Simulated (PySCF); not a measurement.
## VNCl2, singlet: computed properties

Computed with PySCF, PBE0, basis V def2-TZVP, N def2-TZVP, Cl def2-TZVP (no relativity, density fitting).

The structure is a minimum.

Coordinates in bohr (charge 0 multiplicity 1):
```
V     0.0000    0.3492   -0.5935
N     0.0000   -0.4574   -3.3139
Cl    3.7013   -0.1744    1.0986
Cl   -3.7013   -0.1744    1.0986
```

| Item | Value |
| --- | --- |
| Point group | Cs |
| Bond lengths | V–Cl 2.171 Å (×2), V–N 1.502 Å |
| Bond angles | Cl–V–Cl 128.9°, Cl–V–N 111.0° (×2) |
| Lowest empty level | -4.41 eV |
| Highest occupied level | -8.78 eV |
| Principal quadrupole moments (Buckingham, traceless) about the centre of mass | -5.39, -3.96, 9.35 D Å |
| Dipole moment | 2.05 D |
| Principal polarisabilities | 36.3, 59.8, 79.8 bohr³ |
| Entropy at 298.15 K and 1 bar | 326.1 J/(mol K) |
| Enthalpy at 298.15 K above 0 K | 16.25 kJ/mol |
| Rotational symmetry number | 1 |
| Zero-point energy | 15.9 kJ/mol |
| Rotational constants | 0.2251, 0.0621, 0.04958 cm⁻¹ |
| Atomisation energy without zero-point energy | 1247 kJ/mol |
| Heat capacity Cp at 298.15 K | 68.5 J/(mol K) |

Harmonic modes (masses in u: V 50.944, N 14.003, Cl 34.969):
| symmetry | ω (cm⁻¹) | IR (km/mol) | type |
| --- | --- | --- | --- |
| a' | 63 | 33.1 | bend |
| a' | 157 | 15.2 | bend |
| a'' | 274 | 3.0 | bend |
| a' | 405 | 24.8 | stretch |
| a'' | 530 | 155 | mixed |
| a' | 1232 | 117 | stretch |

Charges (e):
```json
{"atom": "V1", "Mulliken": "1.06", "Löwdin": "-0.12", "polar tensor": "1.68", "Mayer order to V1": "–"}
{"atom": "N2", "Mulliken": "-0.35", "Löwdin": "-0.13", "polar tensor": "-0.55", "Mayer order to V1": "2.96"}
{"atom": "Cl3,4", "Mulliken": "-0.36", "Löwdin": "0.12", "polar tensor": "-0.57", "Mayer order to V1": "1.03"}
```

Mulliken populations on V1: s 6.12, p 12.32, d 3.47, f 0.02.

Outer orbital energies (eV). occupied: -11.25, -10.57, -10.39, -10.24, -9.92, -9.87, -9.16, -8.78; empty: -4.41, -4.16, -2.24, -1.04.

Formally V is in oxidation state +5, d0. The polar-tensor charge on V, 1.68, is far below the formal one.

Stability towards spin polarisation was not tested. This need not be the most stable arrangement of these atoms.

The final relaxation and frequency run took 64 s on 4 threads of a shared Arm Neoverse V1 host, with 150 basis functions and 18 gradients; the process peaked at 1.5 GiB. Launch command: `OMP_NUM_THREADS=4 python axn.py task.json out`.
